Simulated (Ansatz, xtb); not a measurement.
C6H15N: which of two isomers lies lower

Structure I is `CCC(C)(N)CC`, a singlet and structure II is `CC(C)NC(C)C`, a singlet. Both are isolated molecules in the gas phase, relaxed with r2SCAN-D4/def2-SVP; each stands in its lowest conformer found.

Task: Which of the two would you expect CCSD(T)/def2-SVP + ΔMP2/def2-TZVPP electronic energies to favour?

Result: Structure I; the calculation gives E(II) − E(I) = +0.231 eV.

The same difference at several levels:

```json
{"level": "GFN2-xTB", "geometry": "GFN2-xTB", "E(II) − E(I) (eV)": "−0.089", "departure from the last row (eV)": "−0.320", "job, with rough time for the two": "optimisation, 0.17 s"}
{"level": "HF/STO-3G", "geometry": "GFN2-xTB", "E(II) − E(I) (eV)": "−0.038", "departure from the last row (eV)": "−0.269", "job, with rough time for the two": "single point, 0.6 s"}
{"level": "r2SCAN-D4/def2-SVP//GFN2-xTB", "geometry": "GFN2-xTB", "E(II) − E(I) (eV)": "+0.176", "departure from the last row (eV)": "−0.055", "job, with rough time for the two": "single point, 4.5 s"}
{"level": "r2SCAN-D4/def2-SVP", "geometry": "r2SCAN-D4/def2-SVP", "E(II) − E(I) (eV)": "+0.174", "departure from the last row (eV)": "−0.057", "job, with rough time for the two": "optimisation, 42 s"}
{"level": "HF/def2-SVP", "geometry": "r2SCAN-D4/def2-SVP", "E(II) − E(I) (eV)": "+0.074", "departure from the last row (eV)": "−0.156", "job, with rough time for the two": "part of the CCSD(T) run"}
{"level": "MP2/def2-SVP", "geometry": "r2SCAN-D4/def2-SVP", "E(II) − E(I) (eV)": "+0.242", "departure from the last row (eV)": "+0.011", "job, with rough time for the two": "part of the CCSD(T) run"}
{"level": "CCSD(T)/def2-SVP", "geometry": "r2SCAN-D4/def2-SVP", "E(II) − E(I) (eV)": "+0.207", "departure from the last row (eV)": "−0.024", "job, with rough time for the two": "single point"}
{"level": "CCSD(T)/def2-SVP + ΔMP2/def2-TZVPP", "geometry": "r2SCAN-D4/def2-SVP", "E(II) − E(I) (eV)": "+0.231", "departure from the last row (eV)": "", "job, with rough time for the two": "single point, 1.8 min"}
```

As drawn, II has 1 C–N, 1 C–H in place of 1 C–C, 1 N–H.

GFN2-xTB, HF/STO-3G put the two in the other order. The largest departure from CCSD(T)/def2-SVP + ΔMP2/def2-TZVPP is that of GFN2-xTB, 0.320 eV. The last row adds to CCSD(T) the change of the MP2 difference between the two basis sets, here +0.024 eV.

With thermal terms from frequencies at re-optimised GFN2-xTB minima (ideal gas, soft modes damped towards free rotors, one conformer each, 298.15 K, 1 atm): on the last row, ΔE + ΔZPE = +0.200, ΔH = +0.208, ΔG = +0.177 eV.

The correlated steps freeze 7 core orbitals. Programs: Ansatz 0.2.0, xtb 6.7.1; the last row on 2 threads of Intel(R) Xeon(R) 6975P-C (Granite Rapids) on a shared host.
